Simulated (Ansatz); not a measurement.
Total energies of [Au(OH)4]- (AuO4H4⁻) from Ansatz at PBE0-D4/def2-TZVPD, gas phase (1 Eh = 27.2114 eV = 2625.5 kJ/mol). The reference geometry is relaxed at PBE0-D4/def2-SVPD.

```xyz
9

Au    0.000    0.000    0.000
O     1.193   -1.550    0.371
H     2.073   -1.161    0.354
O    -1.588   -1.193    0.123
H    -1.204   -2.055    0.312
O    -1.193    1.550   -0.370
H    -2.073    1.161   -0.356
O     1.588    1.193   -0.122
H     1.204    2.055   -0.312
```

```
            state                      geometry  energy (Eh)
charge -1 singlet                     reference   -438.89919
 charge 0 doublet                     reference   -438.73709
 charge 0 doublet  relaxed at PBE0-D4/def2-SVPD   -438.74442
charge -1 triplet  relaxed at PBE0-D4/def2-SVPD   -438.80840
```

In the def2 sets Au takes a core potential; there is no spin–orbit coupling.

(1) Work out the vertical ionisation energy to the doublet.

(2) How much does the charge 0 doublet relax, and what is the adiabatic ionisation energy?

(3) Which of the charge -1 states is lowest, and how far above it are the others?

(1) E(charge 0 doublet) − E(charge -1 singlet) = -438.73709 − (-438.89919) = 0.16210 Eh = 4.41 eV. For comparison, −ε of the highest occupied level is 2.40 eV at this level, 2.01 eV less.

(2) Relaxation: -438.73709 − (-438.74442) = 0.00733 Eh = 0.20 eV. Adiabatic ionisation energy: 0.15477 Eh = 4.21 eV, without zero-point energy. 

(3) The singlet. triplet: -438.80840 − (-438.89919) = 0.09079 Eh = 238.4 kJ/mol.
